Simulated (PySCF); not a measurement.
Cartesian coordinates in Å; atom numbers follow the order of the lines, from 1:
```xyz
15

C     3.0863   -0.1608   -0.3003
C     1.9042   -0.1168   -0.4779
C     0.4652   -0.0510   -0.6728
C    -0.0696    1.2916   -0.2234
C    -1.2058    1.3094    0.4364
S    -1.8372   -0.3618    0.6026
O    -2.1575   -0.6836    1.9641
O    -2.8498   -0.5898   -0.3908
C    -0.2647   -1.1465    0.0959
H     4.1239   -0.2102   -0.1540
H     0.2618   -0.1441   -1.7487
H     0.5113    2.1647   -0.4811
H    -1.7479    2.1519    0.8141
H    -0.4786   -2.0282   -0.4976
H     0.2539   -1.4167    1.0116
```

Geometry: GFN2-xTB; GIAO shifts from PySCF 2.14.0 with density-fitted response routines, gas phase, non-relativistic, averaged over equivalent atoms.

At B3LYP/def2-SVP (160 basis functions, 27 s wall time on 1 thread of an Arm Neoverse V2, shared host):
```tsv
atoms	δ (ppm)
C5	136.3
C4	134.0
C2	77.8
C1	68.6
C9	58.8
C3	28.9
O7	238.2
O8	232.6
H13	6.51
H12	6.29
H11	3.79
H14	3.04
H15	2.77
H10	1.39
```

References, each an isolated molecule treated in the same way: 13C (192.04 ppm) and 1H (31.88 ppm) against TMS; 17O (343.82 ppm) vs H2O.

**Question.** Predict the values at PBE0/pcSseg-1 on the same geometry.

**Answer.** 
```
atoms  δ at PBE0/pcSseg-1  change
   C5               144.5    +8.2
   C4               144.5   +10.5
   C2                86.6    +8.8
   C1                79.0   +10.4
   C9                60.8    +2.0
   C3                31.7    +2.8
   O7               250.1   +11.9
   O8               247.9   +15.3
  H13                6.87   +0.36
  H12                6.52   +0.23
  H11                3.90   +0.11
  H14                3.32   +0.28
  H15                2.88   +0.11
  H10                1.76   +0.37
```

Referencing at the same level of theory: 13C (186.93 ppm), 1H (31.72 ppm) against TMS; H2O for 17O (336.08 ppm).

The largest change is at O8 (S=O oxygen). Cost: 190 basis functions, 32 s wall time on 1 thread of an Arm Neoverse V2, shared host. The order of the carbon signals changes between the two levels.

Experimental scales use liquid or dissolved standards, which lie at an offset from isolated H2O (liquid H2O: subtract about 36 ppm).
